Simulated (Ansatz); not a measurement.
CH7NSSi, SMILES `[SiH3]NCS`. The species carries charge 0 and has multiplicity 1. The structure was optimised at the PBE0-D4/def2-TZVP level. It is one conformer, not always the lowest.

```xyz
11

Si   -0.632   -0.931   -1.276
N     0.607   -0.003   -0.507
C     0.610    0.309    0.884
S    -0.464    1.768    1.241
H    -1.930   -0.227   -1.476
H    -0.110   -1.330   -2.607
H    -0.882   -2.118   -0.418
H     1.117    0.662   -1.068
H     0.231   -0.544    1.449
H     1.619    0.537    1.232
H    -0.166    1.878    2.547
```

What is the dipole moment at ωB97M-V/def2-TZVPP? (Estimate.)

Computed: 1.50 D, with components (1.39, -0.32, 0.45) D in this frame, pointing from negative to positive charge.

And with PBE, r2SCAN, B3LYP? (An estimate is asked.)

The calculation gave: PBE 1.54 D, r2SCAN 1.59 D, B3LYP 1.51 D.

Give the Mulliken charges with ωB97M-V, B3LYP, PBE in def2-TZVPP. (An estimate is asked.)

Ansatz gave: 
| atom | ωB97M-V | B3LYP | PBE |
| --- | --- | --- | --- |
| Si1 | 0.25 | 0.35 | 0.27 |
| N2 | -0.31 | -0.31 | -0.27 |
| C3 | -0.15 | -0.07 | -0.08 |
| S4 | -0.17 | -0.20 | -0.21 |
| H5 | -0.04 | -0.07 | -0.06 |
| H6 | -0.03 | -0.07 | -0.05 |
| H7 | -0.03 | -0.07 | -0.06 |
| H8 | 0.11 | 0.13 | 0.14 |
| H9 | 0.13 | 0.11 | 0.11 |
| H10 | 0.14 | 0.12 | 0.12 |
| H11 | 0.10 | 0.09 | 0.09 |

B3LYP here is the variant with VWN-RPA as its local correlation; programs differ in this.
